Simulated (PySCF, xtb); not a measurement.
N-dimethylsilylethanamine (C4H13NSi), SMILES CCN[SiH](C)C. One conformer was computed; it need not be the lowest.

Harmonic wavenumbers (cm⁻¹) from GFN2-xTB (xtb) at its own minimum, in rising order: 34, 46, 106, 124, 152, 174, 200, 226, 305, 371, 480, 609, 661, 676, 745, 779, 789, 829, 831, 839, 876, 998, 1074, 1095, 1174, 1251, 1327, 1375, 1377, 1384, 1403, 1484, 1491, 1492, 1495, 1499, 1501, 1502, 2186, 2846, 2991, 3024, 3029, 3033, 3035, 3037, 3043, 3046, 3048, 3050, 3442.

What does PBE0-D3(BJ)/def2-SVP run with PySCF 2.14.0 give at its own minimum? (Estimate from the structure and the level; the computed values follow.)

36, 66, 146, 153, 183, 214, 222, 262, 332, 369, 437, 608, 634, 687, 718, 757, 765, 812, 852, 891, 911, 950, 1090, 1119, 1194, 1256, 1262, 1284, 1365, 1394, 1422, 1425, 1426, 1434, 1437, 1462, 1464, 1484, 2211, 3020, 3047, 3048, 3053, 3077, 3140, 3147, 3151, 3152, 3160, 3167, 3643. Paired by order, the mean absolute difference is 47 cm⁻¹ and the zero-point energies are 102.3 and 103.7 kcal/mol.
